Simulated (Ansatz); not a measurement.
This geometry of BCl2FH2O (7 atoms, charge 0, multiplicity 1) is a first-order saddle point.

All numbers below come from RKS PBE0-D4/def2-SVPD in Ansatz 0.2.0.

```xyz
7
Properties=species:S:1:pos:R:3
B 0.061 -0.345 -0.097
F 0.019 0.109 1.495
Cl 1.564 0.274 -0.808
Cl -1.493 0.101 -0.863
O 0.117 -1.733 0.415
H -0.656 -2.254 0.168
H 0.028 -1.005 1.464
```

Task: Which two structures does it join? (They come from a converged band through this point; their orientation in space is the band's.)

Result: Bonds broken: B1–F2, O5–H7. Bonds formed: F2–H7. BCl2FH2O becomes BCl2HO + FH.

Image 0:

```xyz
7
Properties=species:S:1:pos:R:3
B 0.049 -0.077 0.074
F -0.054 0.516 1.291
Cl 1.586 0.255 -0.806
Cl -1.478 -0.001 -0.937
O 0.097 -1.692 0.488
H -0.744 -2.092 0.215
H 0.188 -1.764 1.450
```

Image 8:

```xyz
7
Properties=species:S:1:pos:R:3
B -0.175 -0.360 -0.750
F 0.911 -1.024 2.767
Cl 1.190 0.719 -0.851
Cl -1.258 -0.579 -2.119
O -0.389 -1.029 0.405
H -1.158 -1.610 0.400
H 0.521 -0.971 1.922
```

Task: How far does it lie above each of them?

Result: 1.07 eV above the first and 0.95 eV above the second. This is the barrier of this one path; another mechanism may lie lower. The orbitals stay closed-shell, which can raise the energy where a bond breaks towards radicals; this wasn't checked here.

Time of the run: 4.3 min on 4 threads of Arm Neoverse V1, with other jobs on the host, peak memory 0.38 GiB.
